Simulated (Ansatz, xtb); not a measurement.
# F2H6PSi2+: which of two isomers lies lower

Structure I: `F[SiH](F)[PH2+][SiH3]`, a singlet. Structure II: `F[SiH2][PH2+][SiH2]F`, a singlet. Both are isolated ions in the gas phase, relaxed with B3LYP/6-31G*; the shapes shown needn't be the lowest conformers.

I (Å):

```tsv
atom	x (Å)	y (Å)	z (Å)
F	-0.8995	-0.8344	-0.0970
F	0.5502	-1.2890	-2.2437
P	1.6740	0.8431	-0.2810
Si	-0.1221	-0.1911	-1.3209
Si	1.2752	2.2634	1.5233
H	-0.9103	0.8000	-2.0598
H	2.4262	1.5075	-1.2682
H	2.5489	-0.1841	0.1228
H	2.6195	2.7530	1.8803
H	0.6468	1.3681	2.5123
H	0.3708	3.2820	0.9565
```

II (Å):

```xyz
11

F    -1.4522    1.2480   -0.3994
F     0.2441   -1.7142   -1.9546
P     1.3913    0.2124    0.1505
Si   -0.7728    0.6408    0.9141
Si    1.4643   -0.6826   -2.0043
H    -1.3002   -0.6863    1.2703
H    -0.6343    1.6314    1.9940
H     2.0496   -0.6374    1.0597
H     2.1717    1.3833    0.1986
H     2.7707   -1.3505   -2.1233
H     1.2052    0.4690   -2.8835
```

Which of the two would you expect CCSD(T)/def2-SVP + ΔMP2/def2-TZVPP electronic energies to favour?

Structure I; the calculation gives E(II) − E(I) = +0.228 eV.

How the difference moves with the method:

```json
{"level": "B3LYP/6-31G*", "geometry": "B3LYP/6-31G*", "E(II) − E(I) (eV)": "+0.213", "departure from the last row (eV)": "−0.015", "job, with rough time for the two": "optimisation, 3 min"}
{"level": "HF/def2-SVP", "geometry": "B3LYP/6-31G*", "E(II) − E(I) (eV)": "+0.138", "departure from the last row (eV)": "−0.090", "job, with rough time for the two": "part of the CCSD(T) run"}
{"level": "MP2/def2-SVP", "geometry": "B3LYP/6-31G*", "E(II) − E(I) (eV)": "+0.206", "departure from the last row (eV)": "−0.022", "job, with rough time for the two": "part of the CCSD(T) run"}
{"level": "CCSD(T)/def2-SVP", "geometry": "B3LYP/6-31G*", "E(II) − E(I) (eV)": "+0.205", "departure from the last row (eV)": "−0.023", "job, with rough time for the two": "single point"}
{"level": "CCSD(T)/def2-SVP + ΔMP2/def2-TZVPP", "geometry": "B3LYP/6-31G*", "E(II) − E(I) (eV)": "+0.228", "departure from the last row (eV)": "", "job, with rough time for the two": "single point, 47 s"}
```

As drawn, both hold the same kinds of bond in the same numbers.

The levels shown agree on the order. The largest departure from CCSD(T)/def2-SVP + ΔMP2/def2-TZVPP is that of HF/def2-SVP, 0.090 eV. Levels run at GFN2-xTB geometries aren't shown. The last row adds to CCSD(T) the change of the MP2 difference between the two basis sets, here +0.023 eV.

With harmonic frequencies from B3LYP/6-31G* (ideal gas, rigid rotor, one conformer each, 400 K, 1 atm): on the last row, ΔE + ΔZPE = +0.242 eV. A mode under 50 cm⁻¹ makes harmonic enthalpies and free energies unreliable, so none is given.

The correlated steps freeze 17 core orbitals. Programs: Ansatz 0.2.0; the last row on 2 threads of Intel(R) Xeon(R) Platinum 8259CL CPU @ 2.50GHz (Skylake/Cascade Lake) on a shared host.
